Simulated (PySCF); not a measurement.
Species: 5-chloro-2-hydroxypyridine, C₅H₄ClNO.
Cartesian coordinates in Å at the PBE0-D3(BJ)/def2-SVP level; atoms count from 1:
```xyz
12
C5H4ClNO angstrom
O     -2.235   -0.103   -0.098
C     -0.909   -0.010    0.033
C     -0.235    1.055   -0.585
C      1.139    1.126   -0.433
C      1.787    0.144    0.322
Cl     3.501    0.183    0.544
C      1.026   -0.871    0.894
N     -0.294   -0.939    0.747
H     -2.497   -0.893    0.396
H     -0.792    1.793   -1.163
H      1.716    1.932   -0.892
H      1.509   -1.651    1.490
```

Computed with PySCF at PBE0/pcSseg-1 and CAM-B3LYP/def2-SVPD, non-relativistic, on one gas-phase PBE0-D3(BJ)/def2-SVP geometry that isn't relaxed in the solvent. The solvent is an IEF-PCM continuum (cavity from Bondi-type radii × 1.2). Only the electrostatic response of the medium enters.

Gas phase at PBE0/pcSseg-1: HOMO -6.97 eV, LUMO -1.19 eV, dipole 0.82 D.

Task: What does the continuum do to the energy, the frontier levels and the dipole at PBE0/pcSseg-1 in methanol and acetonitrile?

Result: 
```csv
solvent,ε,E(solvent) − E(gas) (kcal/mol),polarisation term (kcal/mol),distortion of the solute (kcal/mol),HOMO (eV),LUMO (eV),dipole (D)
methanol,32.61,-5.53,-5.99,0.46,-6.93,-1.10,1.12
acetonitrile,35.69,-5.55,-6.01,0.46,-6.93,-1.10,1.12
```

The first energy column is the sum of the next two and covers electrostatics alone. From methanol to acetonitrile the lowering changes by a factor 1.00, Onsager's factor (ε − 1)/(2ε + 1) by 1.00 and ε itself by 1.1.

Task: Which Hirshfeld charges (PBE0/pcSseg-1) respond most in acetonitrile (means over atoms taken as equivalent)?

Result: 
```json
{"atoms": "N8", "environment": "pyridine-type nitrogen", "gas (e)": "-0.181", "solvent (e)": "-0.196", "change": "-0.015"}
{"atoms": "H9", "environment": "phenol-type hydroxyl hydrogen", "gas (e)": "+0.178", "solvent (e)": "+0.190", "change": "+0.012"}
{"atoms": "Cl6", "environment": "aryl chlorine", "gas (e)": "-0.033", "solvent (e)": "-0.044", "change": "-0.011"}
{"atoms": "H11", "environment": "aromatic hydrogen", "gas (e)": "+0.062", "solvent (e)": "+0.073", "change": "+0.011"}
{"atoms": "H10", "environment": "aromatic hydrogen", "gas (e)": "+0.061", "solvent (e)": "+0.069", "change": "+0.008"}
{"atoms": "O1", "environment": "phenol-type oxygen", "gas (e)": "-0.178", "solvent (e)": "-0.185", "change": "-0.007"}
```

Task: Which Mayer bond orders change most in acetonitrile?

Result: 
| bond | length (Å) | gas | solvent | change |
| --- | --- | --- | --- | --- |
| C5–Cl6 | 1.729 | 1.058 | 1.043 | -0.015 |
| O1–H9 | 0.968 | 0.930 | 0.918 | -0.012 |
| C7–N8 | 1.330 | 1.463 | 1.455 | -0.008 |
| O1–C2 | 1.336 | 1.111 | 1.118 | +0.007 |
| C4–C5 | 1.398 | 1.304 | 1.297 | -0.007 |
| C5–C7 | 1.391 | 1.358 | 1.364 | +0.006 |
| C3–C4 | 1.384 | 1.473 | 1.478 | +0.005 |
| N8–C2 | 1.323 | 1.412 | 1.408 | -0.004 |

Gas phase at CAM-B3LYP/def2-SVPD: HOMO -8.19 eV, LUMO -0.17 eV, dipole 0.79 D.

Task: What does the continuum do to the energy, the frontier levels and the dipole at CAM-B3LYP/def2-SVPD in methanol and acetonitrile?

Result: 
```csv
solvent,ε,E(solvent) − E(gas) (kcal/mol),polarisation term (kcal/mol),distortion of the solute (kcal/mol),HOMO (eV),LUMO (eV),dipole (D)
methanol,32.61,-5.47,-6.02,0.55,-8.13,-0.05,1.11
acetonitrile,35.69,-5.49,-6.04,0.55,-8.13,-0.05,1.11
```

Task: How does the static polarisability (CAM-B3LYP/def2-SVPD, frozen core, with the continuum's full static response) change?

Result: 
```
      medium  isotropic (au)  principal values (au)  ⟨r²⟩ of the electrons (bohr²)
         gas            82.4      48.9, 82.4, 115.9                         1211.0
    methanol           113.5     67.0, 117.1, 156.4                         1210.9
acetonitrile           113.7     67.2, 117.3, 156.6                         1210.9
```

The isotropic value in acetonitrile is 1.38 times the gas-phase one; no cavity-field correction is applied. ⟨r²⟩ is taken about the centre of nuclear charge.
